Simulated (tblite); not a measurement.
All values are computed: GFN2-xTB (tblite) harmonic vibrations without scaling, gas phase. Against measured fundamentals such values can be off by several per cent, at times by over 20. Modes of hydrogen on phosphorus and silicon can be 10 to 20 % off. One conformer each. Thermal functions are those of the rigid rotor and harmonic oscillator, without mixing of conformers.

Question: Order these by their heat capacity Cp at 298.15 K, highest first (J/(mol K)).
A. `c1ccc2c(c1)CCO2`
B. `O[C@@]12[C@H]3C=C[C@@H]1[C@@H]2C=C3`
C. `C1(C(C)=O)C(C=CC=1)=C`
D. `C1C[C@H]2CCC[C@H]2C1`
E. `N[SiH2]CC[SiH3]`
F. `[SiH](P)(N1CCCC1)P`

Answer: F (182.3), E (149.5), C (143.1), B (128.9), D (125.9), A (123.6).

```
                             SMILES  atoms  mass (u)  symmetry number  modes under 300 cm⁻¹  ZPE (kJ/mol)  S translation (J/(mol K))  S rotation  S vibration      S     Cp
                   P[SiH](P)N1CCCC1     21    165.03                1                    10         422.9                      172.5       127.2        162.8  462.5  182.3
                    N[SiH2]CC[SiH3]     16    105.04                1                     6         316.0                      166.9       116.4        108.2  391.4  149.5
                  C=C1C=CC=C1C(C)=O     17    120.06                1                     5         346.4                      168.6       120.1         92.7  381.4  143.1
O[C@@]12[C@H]3C=C[C@@H]1[C@@H]2C=C3     17    120.06                1                     3         353.6                      168.6       116.8         51.6  336.9  128.9
               C1C[C@H]2CCC[C@H]2C1     22    110.11                1                     3         534.5                      167.5       116.3         57.6  341.4  125.9
                    c1ccc2c(c1)CCO2     17    120.06                1                     3         358.2                      168.6       118.4         60.9  347.9  123.6
```

Entropies and Cp are for 298.15 K and 1 bar.
